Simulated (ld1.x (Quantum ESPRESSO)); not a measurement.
**Logarithmic derivatives: magnesium, PAW**

* Element: Mg (Z = 12)
* Generator: ld1.x (Quantum ESPRESSO) 7.5
* Type: PAW
* Functional: PBEsol
* Relativity: scalar-relativistic
* Frozen core: [He]
* Valence charge: 10
* Reference configuration: 2s2 2p6 3s1.5 3p0 (charge +0.5)
* Partial waves: 2s (bound): rcut 0.95, rcutus 1.15 bohr; 3s (bound): rcut 0.95, rcutus 1.15 bohr; 2p (bound): rcut 1.00, rcutus 1.15 bohr; 3p (bound, empty): rcut 1.00, rcutus 1.15 bohr
* Local potential: all-electron potential smoothed inside 0.90 bohr (lloc = -1)
* Core correction: Bessel-smoothed model core inside 0.70 bohr
* Augmentation charge: BESSEL, radius 1.00 bohr

The phase is arctan(r·u′/u) with u = r·R(r), unwrapped; energies in Ry, scanned from -8 to 5 Ry. A pole is an energy at which the radial function vanishes at the test radius. The pseudo phase is shifted by a multiple of π to meet the all-electron one at the reference energy, and phase errors are pseudo minus all-electron; the curves can meet again beyond the range given. Levels narrower than the energy grid can be missing from the lists of poles.

```
channel  radius (bohr)  reference energy (Ry)  poles, all-electron  poles, pseudo  unbroken range about the reference energy with phases within 0.05 rad  phase error 1 Ry above the reference energy (rad)
      s           1.25                  -0.58                -4.98          -4.98                                                        the whole range                                             +0.000
      p           1.25                  -0.30                -2.62          -2.62                                                        the whole range                                             -0.000
```

The ghost test of this file was not conclusive. Its overlap operator is not positive definite in a basis up to 400 Ry (lowest eigenvalue s -0.02), so the file is unfit for use: the generalised eigenproblem breaks down once the basis is large enough, and its test numbers describe a broken file.

Phases in the s channel:

```
E (Ry)  all-electron  pseudo
 -8.00         0.914   0.915
 -7.52         0.674   0.675
 -7.04         0.108   0.109
 -6.56        -0.757  -0.757
 -6.08        -1.231  -1.231
 -5.60        -1.438  -1.438
 -5.12        -1.548  -1.547
 -4.64        -1.617  -1.616
 -4.16        -1.665  -1.665
 -3.68        -1.703  -1.703
 -3.20        -1.734  -1.734
 -2.72        -1.762  -1.762
 -2.24        -1.788  -1.787
 -1.76        -1.812  -1.812
 -1.28        -1.836  -1.836
 -0.80        -1.861  -1.861
 -0.32        -1.887  -1.887
  0.16        -1.915  -1.915
  0.64        -1.946  -1.946
  1.12        -1.981  -1.981
  1.60        -2.021  -2.021
  2.08        -2.068  -2.067
  2.56        -2.124  -2.122
  3.04        -2.191  -2.188
  3.52        -2.275  -2.270
  4.00        -2.381  -2.372
  4.48        -2.517  -2.502
  4.96        -2.689  -2.666
```
